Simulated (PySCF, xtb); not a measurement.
CH3Li, SMILES [Li][CH3] (connectivity only; charge and spin as stated), charge +1, multiplicity 2.

Harmonic wavenumbers (cm⁻¹) from GFN2-xTB (xtb) at its own minimum, in rising order: 292, 308, 310, 924, 1310, 1312, 3006, 3072, 3076.

Problem. What does ωB97X-D3(BJ)/def2-TZVPD in PySCF give at its own minimum? (An estimate is asked for; the answer gives what the named calculation found.)

Solution. 232, 232, 310, 916, 1405, 1405, 3081, 3254, 3254. Paired by order, the mean absolute difference is 85 cm⁻¹ and the zero-point energies are 19.5 and 20.1 kcal/mol.
